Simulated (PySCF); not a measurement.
**Static response to an electric field**

C6H9NO.
Structure used (GFN2-xTB), in Å, numbered top down from 1:
```
atom  x, y, z in Å
C1     3.047   -0.202    0.347
C2     1.878    0.318    0.007
C3     0.804   -0.529   -0.576
O4     1.059   -1.463   -1.314
N5    -0.492   -0.187   -0.276
C6    -1.554   -0.881   -0.973
C7    -0.837    0.721    0.711
C8    -2.066    1.151    0.969
H9     3.856    0.399    0.725
H10    3.221   -1.261    0.256
H11    1.693    1.381    0.071
H12   -1.095   -1.653   -1.590
H13   -2.238   -1.342   -0.259
H14   -2.106   -0.188   -1.611
H15   -0.010    1.059    1.319
H16   -2.235    1.845    1.771
H17   -2.932    0.844    0.413
```

Level: PBE0/def2-SVPD (PySCF), static field, nuclei fixed, core orbitals frozen in the response. The polarisability tensor in these axes (au):

```
x   120.75 -14.57  -3.54
y   -14.57  76.19  14.75
z    -3.54  14.75  70.81
```

Diagonalise the tensor; give its mean and Δα, where Δα² is half the sum of the squared differences of the eigenvalues.

Principal values 57.74, 83.82 and 126.20 au; mean 89.25 au = 13.23 Å³ = 14.72 × 10⁻⁴⁰ C²·m²/J; Δα = 59.85 au (67 % of the mean).

What is the dipole moment, and where does it point?

(-0.67, 1.80, 1.59) D, 2.50 D in size, pointing from the negative to the positive side. Measured along this direction, the outermost atoms are O4 at the negative end and H16 at the positive end.

Along which axes do the principal values lie, and how far do the nuclei extend along each?

Largest value along (0.94, -0.32, -0.14), where the nuclei span 6.46 Å; middle along (0.33, 0.67, 0.67), 4.54 Å; least along (-0.11, -0.67, 0.73), 2.05 Å. The response follows the extents in order.

Refractivity n − 1 of an ideal gas of it at 500 K and 1 atm, from the electronic α?

N = p/kT = 1.4678 × 10¹⁹ cm⁻³, so n − 1 = 2π × N × 13.23 × 10⁻²⁴ cm³ = 1220 × 10⁻⁶ at long wavelengths.

In TDDFT the mean static polarisability is Σ f/ω² over all singlet excitations (ω in hartree). How much of it do the 8 lowest give? Their energies (eV) and oscillator strengths: 4.61, 0.0694; 4.67, 0.0963; 6.20, 0.2160; 6.27, 0.3117; 6.47, 0.0791; 6.68, 0.0639; 6.86, 0.0052; 7.09, 0.0030.

They add up to 18.29 au, 20.5 % of the 89.25 au; the largest single term is 5.86 au, from the state at 6.27 eV. Terms in order: 2.41, 3.27, 4.15, 5.86, 1.40, 1.06, 0.08, 0.04 au. Higher excitations give the rest. The strengths listed sum to 0.845.

Rayleigh depolarisation ratio (linearly polarised light, static tensor)?

ρ = 3Δα²/(45ᾱ² + 4Δα²) = 10746.3/(358468 + 14328.4) = 0.0288.

The structure is a single GFN2-xTB conformer in the gas phase; no vibrational or solvent corrections.
